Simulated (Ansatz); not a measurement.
`C=[CH][GaH2]` + H–F → `[F][GaH2]` + ethylene  (ligand exchange at a Ga–C bond)

Gas-phase electronic energies from Ansatz, PBE0-D4/def2-TZVP geometries. CBS: MP2 limit from def2 TZ/QZ plus the TZ coupled-cluster correction, frozen cores. This one scheme is used for every species. Functionals use def2-TZVPP. For Ga outer-core shells are correlated without core-valence functions, which leaves a few kJ/mol of doubt a bond. Scalar relativity is left out up to krypton.

`C=[CH][GaH2]`:

```xyz
8

C    -0.969    0.335   -0.940
C     0.308    0.249   -0.567
Ga    0.782   -0.448    1.192
H    -1.779    0.023   -0.284
H    -1.273    0.718   -1.912
H     1.066    0.579   -1.276
H    -0.407   -0.892    2.120
H     2.273   -0.564    1.666
```

H–F:

```xyz
2

F     0.043   -0.337   -0.310
H    -0.043    0.337    0.310
```

`[F][GaH2]`:

```xyz
4

F    -0.071    1.567    0.454
Ga    0.005   -0.121   -0.035
H    -1.359   -0.700   -0.506
H     1.425   -0.746    0.088
```

`C=C`:

Z-matrix (Å, degrees):
```
C
C 1 1.323
H 1 1.085 2 121.7
H 1 1.085 2 121.7 3 -180.0
H 2 1.085 1 121.7 3 -0.0
H 2 1.085 1 121.7 3 -180.0
```

| level | ΔE (eV) |
| --- | --- |
| CAM-B3LYP-D4 | -1.16 |
| ωB97M-V | -1.09 |
| B2PLYP | -1.14 |
| CCSD/def2-SVP | -1.24 |

**Question.** What does CCSD(T)/CBS give? (Estimate.)

**Answer.** Computed: -0.98 eV. The listed levels differ from it by -0.18, -0.11, -0.16, -0.26 eV.

Largest T1 diagnostic among the species: 0.014.

At CCSD(T), def2-SVP lies −0.25 eV from the extrapolated value and def2-TZVPP −0.05 eV. Leaving LDA and LC-ωPBE aside and taking each functional with its dispersion term where it has one, the values, not all of them listed here, spread over 0.17 eV, from B97M-V to HSE06-D4. LDA lies +0.10 eV from PBE without D4.
